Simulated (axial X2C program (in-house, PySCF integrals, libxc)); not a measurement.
**Testing model relations on SnS⁺**

A bond curve at the PBE level, 2c, was computed with an axial X2C code built on PySCF integrals (basis Sn dyall-cv3z [11s12p9d4f1g], S dyall-av3z [9s8p3d2f] (cores contracted in-house)) for the state Ω = 3/2 (⟨Sz⟩ = 0.50, ⟨Lz⟩ = 1.00 at PBE). Its fit gives Re = 2.4013 Å, ωe = 365.8 cm⁻¹, ωexe = 1.13 cm⁻¹ and αe = 4.816e-04 cm⁻¹; the masses are 119.9022 and 31.9721 u. Two-component means X2C with spin–orbit coupling and atomic mean-field Coulomb and Gaunt terms.

Problem. Find the reduced mass, Be and the force constant.

Solution. From the PBE values: μ = 25.2414 u. Be = 16.8576/(μ Re²) = 0.1158 cm⁻¹. k = 5.8918×10⁻⁷ μ ωe² = 1.99 mdyn/Å.

Problem. Where do the fundamental and the first overtone lie?

Solution. ν(1←0) = ωe − 2ωexe = 363.5 cm⁻¹; ν(2←0) = 2ωe − 6ωexe = 724.8 cm⁻¹.

Problem. Estimate the centrifugal constant by the Kratzer relation.

Solution. D = 4Be³/ωe² = 4.64e-08 cm⁻¹.

Problem. A Morse curve ties αe to the other constants (Pekeris). How well does that hold?

Solution. αe(Morse) = 6Be²/ωe × (√(ωexe/Be) − 1) = 4.672e-04 cm⁻¹; the PBE curve gives 4.816e-04 cm⁻¹, a ratio of 0.97.

One determinant describes the state; a PBE0 search over occupations chose it and may have missed a lower one. Density functionals use the spin component along the axis (collinear). Without a current term, density functionals place determinants with orbital angular momentum somewhat too high. At some level and bond length an empty orbital lies below a filled one.
